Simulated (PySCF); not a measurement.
# Electron correlation in Te (tellurium, neutral)

[Kr] 4d10 5s2 5p4, high-spin 3P determinant. All numbers are calculated (PySCF 2.14, a scalar-relativistic core potential, in def2-QZVPPD with the def2 core potential (28 electrons)). Frozen: nothing; 24 electrons correlated.

MP2 pair energies summed by pair of shells (mhartree):

| pair | energy | share (%) |
| --- | --- | --- |
| 4d-4d | -339.70 | 46.9 |
| 4d-5p | -74.62 | 10.3 |
| 4p-4d | -73.12 | 10.1 |
| 4d-5s | -55.76 | 7.7 |
| 5s-5p | -44.47 | 6.1 |
| 5p-5p | -42.87 | 5.9 |
| 4p-4p | -35.24 | 4.9 |
| 4s-4d | -21.86 | 3.0 |
| 4s-4p | -9.47 | 1.3 |
| 5s-5s | -8.22 | 1.1 |
| 4p-5p | -7.48 | 1.0 |
| 4p-5s | -6.91 | 1.0 |
| 4s-4s | -3.16 | 0.4 |
| 4s-5s | -0.89 | 0.1 |
| 4s-5p | -0.75 | 0.1 |

Total MP2 correlation energy: -724.53 mhartree.

Same-spin part -254.58 and opposite-spin part -469.95 mhartree; SCS-MP2 scales them by 1/3 and 6/5 to -648.80 mhartree.

The basis has no tight functions for the innermost shells, so their pair energies are far from complete.

This basis was not built for core-valence correlation, so the inner-shell part is incomplete.
